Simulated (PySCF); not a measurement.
H3F3SSi2, SMILES [Si](F)(F)(F)[SiH2]S (CAM-B3LYP/def2-SVP optimised geometry):

```
9

F      1.689     0.498     1.165
Si     1.162    -0.475     0.000
F      1.807    -1.920     0.265
F      1.779     0.064    -1.377
Si    -1.161    -0.475     0.000
S     -1.807     1.573     0.000
H     -1.641    -1.246     1.177
H     -1.682    -1.083    -1.248
H     -1.067     1.920     1.075
```

Computed with CAM-B3LYP/def2-TZVP run with PySCF.

Question: What are the frontier orbital energies and the dipole moment?

Answer: HOMO-2 -11.67 eV, HOMO-1 -10.82 eV, HOMO -9.19 eV, LUMO 0.04 eV, LUMO+1 0.65 eV; dipole moment 1.84 D.

On the same geometry PBE/def2-TZVP in PySCF gives HOMO-2 -8.93 eV, HOMO-1 -8.19 eV, HOMO -6.65 eV, LUMO -1.84 eV, LUMO+1 -1.30 eV; dipole moment 1.69 D.

Meta-Löwdin charges at CAM-B3LYP/def2-TZVP: F1 -0.49, Si2 1.45, F3 -0.49, F4 -0.49, Si5 0.33, S6 -0.27, H7 -0.08, H8 -0.07, H9 0.11.
